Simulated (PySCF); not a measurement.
A structure optimised at PBE-D3(BJ)/def2-SVP, used in a PySCF frequency run:

```xyz
16

C     -1.1961    -1.8341     0.4575
Si    -0.3159    -0.1694     0.2358
C     -0.7966     1.1393     1.5090
Si     2.0187    -0.5035     0.1726
C     -0.7672     0.5813    -1.5027
O     -0.8974     1.7831    -1.6702
H     -0.9562    -2.5232    -0.3777
H     -2.2965    -1.6950     0.4874
H     -0.8871    -2.3254     1.4023
H     -0.2766     1.0118     2.4784
H     -0.5416     2.1330     1.0874
H     -1.8907     1.1171     1.6907
H      2.3929    -1.4225    -0.9625
H      2.7416     0.8042    -0.0153
H      2.4979    -1.1322     1.4577
H     -0.8848    -0.1314    -2.3873
```
Charge 0, spin multiplicity 1.

Task: Write its SMILES and formula.

Result: C[Si](C)([SiH3])C=O, C3H10OSi2

Task: What are its rotational constants (standard atomic weights)?

Result: 2.2132, 1.5786, 1.3382 GHz
